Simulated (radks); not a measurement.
The numbers below are computed, except where a source is named.
Task: The cerium ion Ce8+, 50 electrons, occupied as [Kr] 4d(3/2: 4, 5/2: 5) 5s2 5p(1/2: 2, 3/2: 1) (not the ground configuration). Level of theory: Dirac Kohn-Sham, BLYP, spin-unpolarised, spherical densities, finite nucleus; Fermi nuclear charge, rms radius 4.8771 fm (a radial shooting solver on a logarithmic mesh with Libxc functionals). Some entries of the table are withheld. Estimate them.

| orbital | occ. | eigenvalue (hartree) | <1/r> (bohr^-1) | <r> (bohr) |
|---|---|---|---|---|
| 1s1/2 | 2 | -1483.360 | 63.34 | 0.02457 |
| 2s1/2 | 2 | -241.3791 | 14.93 | 0.1047 |
| 2p1/2 | 2 | (1) | 14.92 | 0.08794 |
| 2p3/2 | 4 | (2) | 13.51 | 0.09414 |
| 3s1/2 | 2 | -55.63393 | 5.391 | 0.2782 |
| 3p1/2 | 2 | -50.04600 | 5.304 | 0.2679 |
| 3p3/2 | 4 | -46.81644 | 4.954 | 0.2801 |
| 3d3/2 | 4 | (3) | 4.820 | 0.2511 |
| 3d5/2 | 6 | (4) | 4.731 | 0.2549 |
| 4s1/2 | 2 | -14.76303 | 2.261 | 0.6306 |
| 4p1/2 | 2 | -12.66955 | 2.163 | 0.6470 |
| 4p3/2 | 4 | -11.95127 | 2.050 | 0.6726 |
| 4d3/2 | 4 | -8.49346 | 1.852 | (5) |
| 4d5/2 | 5 | -8.36334 | 1.824 | (6) |
| 5s1/2 | 2 | -5.15081 | (7) | 1.354 |
| 5p1/2 | 2 | (8) | 0.9286 | 1.445 |
| 5p3/2 | 1 | (9) | 0.8924 | 1.493 |

Result: 
(1) 2p1/2 eigenvalue (hartree): -228.1860
(2) 2p3/2 eigenvalue (hartree): -211.7680
(3) 3d3/2 eigenvalue (hartree): -37.04232
(4) 3d5/2 eigenvalue (hartree): -36.34840
(5) 4d3/2 <r> (bohr): 0.7157
(6) 4d5/2 <r> (bohr): 0.7242
(7) 5s1/2 <1/r> (bohr^-1): 0.9992
(8) 5p1/2 eigenvalue (hartree): -4.46133
(9) 5p3/2 eigenvalue (hartree): -4.30252
